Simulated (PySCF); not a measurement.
Isomers of C6H13ClOSi, mass 164.042 u with the commonest isotopes. Method: PBE0/pcSseg-1 in PySCF (dipole) on a GFN2-xTB geometry, gas phase. One conformer each, none proved a minimum here; rigid rotors.

Question: Order these by radius of gyration √(Σ m r²/M), largest first.
A. `[CH2:1]=[CH:2][CH2:3][Si@@H:4]([Cl:5])[C@H:6]([CH3:7])[O:8][CH3:9]` with C1–C2–C3–Si4 104°, C2–C3–Si4–Cl5 59°, C3–Si4–C6–C7 179°, Si4–C6–O8–C9 -167°
B. `[CH3:1][O:2][C@@H:3]([CH3:4])[Si@@H:5]([Cl:6])[CH:7]1[CH2:8][CH2:9]1` with C1–O2–C3–C4 72°, O2–C3–Si5–Cl6 172°, C3–Si5–C7–C8 -93°
C. `[CH3:1][CH2:2][Si@@H:3]1[CH2:4][CH2:5][C@H:6]([Cl:7])[CH2:8][O:9]1` with C1–C2–Si3–C4 -67°, C2–Si3–C4–C5 -153°, Si3–C4–C5–C6 53°, C4–C5–C6–Cl7 58°, C5–C6–C8–O9 57°

Answer: A (2.492 Å), B (2.343 Å), C (2.265 Å).

Question: Order these by rotational constant C, smallest first.
A. `[CH3:1][CH2:2][Si@@H:3]1[CH2:4][CH2:5][C@H:6]([Cl:7])[CH2:8][O:9]1` with C1–C2–Si3–C4 -67°, C2–Si3–C4–C5 -153°, Si3–C4–C5–C6 53°, C4–C5–C6–Cl7 58°, C5–C6–C8–O9 57°
B. `[CH2:1]=[CH:2][CH2:3][Si@@H:4]([Cl:5])[C@H:6]([CH3:7])[O:8][CH3:9]` with C1–C2–C3–Si4 104°, C2–C3–Si4–Cl5 59°, C3–Si4–C6–C7 179°, Si4–C6–O8–C9 -167°
C. `[CH3:1][O:2][C@@H:3]([CH3:4])[Si@@H:5]([Cl:6])[CH:7]1[CH2:8][CH2:9]1` with C1–O2–C3–C4 72°, O2–C3–Si5–Cl6 172°, C3–Si5–C7–C8 -93°

Answer: B (513.1 MHz), C (624.9 MHz), A (701.1 MHz).

Question: Order these by out-of-plane moment Σ m c² = (Ia + Ib − Ic)/2, smallest first.
A. `[CH2:1]=[CH:2][CH2:3][Si@@H:4]([Cl:5])[C@H:6]([CH3:7])[O:8][CH3:9]` with C1–C2–C3–Si4 104°, C2–C3–Si4–Cl5 59°, C3–Si4–C6–C7 179°, Si4–C6–O8–C9 -167°
B. `[CH3:1][CH2:2][Si@@H:3]1[CH2:4][CH2:5][C@H:6]([Cl:7])[CH2:8][O:9]1` with C1–C2–Si3–C4 -67°, C2–Si3–C4–C5 -153°, Si3–C4–C5–C6 53°, C4–C5–C6–Cl7 58°, C5–C6–C8–O9 57°
C. `[CH3:1][O:2][C@@H:3]([CH3:4])[Si@@H:5]([Cl:6])[CH:7]1[CH2:8][CH2:9]1` with C1–O2–C3–C4 72°, O2–C3–Si5–Cl6 172°, C3–Si5–C7–C8 -93°

Answer: A (33.62 u·Å²), C (91.94 u·Å²), B (120.72 u·Å²).

```json
{"SMILES": "C=CC[Si@@H](Cl)[C@H](C)OC", "point group": "C1", "Ia (u·Å²)": "358.10", "Ib (u·Å²)": "694.15", "Ic (u·Å²)": "985.02", "κ": "-0.52", "μa (D)": "1.97", "μb (D)": "0.91", "μc (D)": "0.74"}
{"SMILES": "CO[C@@H](C)[Si@@H](Cl)C1CC1", "point group": "C1", "Ia (u·Å²)": "322.46", "Ib (u·Å²)": "670.20", "Ic (u·Å²)": "808.77", "κ": "-0.73", "μa (D)": "1.59", "μb (D)": "0.89", "μc (D)": "0.69"}
{"SMILES": "CC[Si@@H]1CC[C@H](Cl)CO1", "point group": "C1", "Ia (u·Å²)": "253.61", "Ib (u·Å²)": "708.67", "Ic (u·Å²)": "720.84", "κ": "-0.98", "μa (D)": "0.00", "μb (D)": "0.51", "μc (D)": "1.96"}
```
